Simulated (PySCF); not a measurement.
Excitations are Tamm–Dancoff values on a coarser integration grid. The basis has no diffuse functions, so Rydberg states are missing or too high.

Cartesian coordinates (Å):
```xyz
11

N      1.0569     0.9779    -0.5564
Si    -0.2261    -0.0054     0.0037
N      0.5184    -1.3354     0.7540
O     -1.2116     0.9888     0.8881
O     -1.2645    -0.6748    -1.0831
H      0.8792     1.9212    -0.8625
H      1.8168     0.5636    -1.0729
H      0.0305    -2.2036     0.8948
H      1.3358    -1.2451     1.3319
H     -0.7948     1.5173     1.5725
H     -2.0992    -0.2144    -1.1991
```
Charge 0, spin multiplicity 1.

Q: What S1–T1 gap (TDA), LUMO, HOMO, dipole moment and S1 excitation (TDA) does PBE-D3(BJ)/def2-TZVP // B3LYP-D3(BJ)/def2-TZVP (PySCF) give?

A: 
* **S1–T1 gap (TDA)**: 0.19 eV
* **LUMO**: -0.16 eV
* **HOMO**: -5.84 eV
* **dipole moment**: 1.65 D
* **S1 excitation (TDA)**: 5.76 eV
